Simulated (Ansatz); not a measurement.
`CB[SiH3]` + CH₃OH → `COB[SiH3]` + CH₄  (ligand exchange at a B–C bond)

Isolated molecules relaxed with PBE0-D4/def2-TZVP in Ansatz; ΔE leaves out vibrations. CCSD(T)/CBS is the MP2 limit (def2-TZVPP, def2-QZVPP) plus CCSD(T) − MP2 in def2-TZVPP, frozen cores. This one scheme is used for every species. DFT in def2-TZVPP. HSE06 is defined as in plane-wave codes. One conformer a species, not always the lowest.

`CB[SiH3]`:

Cartesian coordinates in Å:
```
C -0.550 1.444 -0.327
B -0.555 -0.104 -0.411
Si 0.818 -1.296 0.465
H -1.224 1.644 0.527
H -1.007 1.952 -1.180
H 0.403 1.909 -0.072
H -1.451 -0.644 -1.000
H 0.177 -2.386 1.255
H 1.769 -0.573 1.358
H 1.619 -1.946 -0.615
```

CH₃OH:

Cartesian coordinates in Å:
```
C 0.053 0.152 0.318
O 0.207 -0.808 -0.702
H 0.678 -0.165 1.153
H -0.982 0.221 0.675
H 0.383 1.151 0.005
H -0.338 -0.550 -1.448
```

`COB[SiH3]`:

Cartesian coordinates in Å:
```
C -0.534 2.021 -0.414
O -0.179 0.838 0.279
B 0.049 -0.325 -0.349
Si 0.549 -1.954 0.746
H 0.213 2.788 -0.202
H -1.503 2.363 -0.047
H -0.587 1.844 -1.491
H -0.051 -0.367 -1.552
H -0.458 -3.035 0.534
H 1.863 -2.492 0.289
H 0.639 -1.682 2.207
```

CH₄:

Cartesian coordinates in Å:
```
C 0.000 0.000 0.000
H 0.918 -0.582 -0.076
H 0.009 0.791 -0.750
H -0.069 0.442 0.994
H -0.857 -0.651 -0.168
```

```json
{"level": "r2SCAN-D4", "ΔE (kJ/mol)": "-151.9"}
{"level": "BHLYP-D4", "ΔE (kJ/mol)": "-153.8"}
{"level": "CAM-B3LYP-D4", "ΔE (kJ/mol)": "-157.3"}
{"level": "HSE06", "ΔE (kJ/mol)": "-146.1"}
```

What does CCSD(T)/CBS give? (Best estimate.)

The calculation gave: -150.4 kJ/mol. The listed levels differ from it by -1.5, -3.4, -6.9, 4.3 kJ/mol.

What do rigid-rotor, harmonic-oscillator terms from PBE0-D4/def2-TZVP frequencies (298.15 K, 1 bar) make of the CCSD(T)/CBS value? (Best estimate.)

Computed: ΔZPE = +2.4 kJ/mol, ΔH = -147.5 kJ/mol, ΔS = -34 J/(mol·K), ΔG = -137.3 kJ/mol.

Largest T1 diagnostic among the species: 0.014.

At CCSD(T), def2-SVP lies −20.3 kJ/mol from the extrapolated value and def2-TZVPP −3.0 kJ/mol. Leaving LDA and LC-ωPBE aside and taking each functional with its dispersion term where it has one, the values, not all of them listed here, spread over 11.8 kJ/mol, from BLYP-D4 to PBE0-D4. LDA lies −6.1 kJ/mol from PBE without D4.
